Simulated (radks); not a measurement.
Q: The table gives one normalised radial function P(r) = r R(r) of S7+ in [He] 2s2 2p5 (r in bohr). All-electron calculation, scalar-relativistic Kohn-Sham, PBE, spin-polarised, spherical densities, point nucleus; open shells are filled with parallel spins first. Program: a radial shooting solver on a logarithmic mesh with Libxc functionals.

r,P
0.005656,0.6553
0.006908,0.7834
0.008437,0.9325
0.01022,1.0966
0.01249,1.2900
0.01525,1.5055
0.01863,1.7400
0.02257,1.9773
0.02757,2.2275
0.03367,2.4660
0.0408,2.6655
0.04983,2.8190
0.06086,2.8904
0.07434,2.8544
0.09007,2.7023
0.11,2.4188
0.1344,2.0261
0.1641,1.5665
0.1989,1.1175
0.2429,0.7015
0.2967,0.3827
0.3624,0.1761
0.4391,0.0689
0.5363,0.0203
0.655,0.0044
0.7936,0.0007
0.9694,0.0001
1.184,0.0000
1.446,0.0000

Which n and l does it have? It may be an empty orbital.

A: n = 1, l = 0: the number of nodes gives n - l - 1 = 0, the rise at small r (about r^(l+1)) gives l, and the extent must fit the shell. The curve is that of 1s up; the table hardly tells the two spins apart. 1s up: eigenvalue -2577.9 eV, 0 radial nodes, <r> = 0.0968 bohr, 90 % of the charge inside 0.173 bohr.
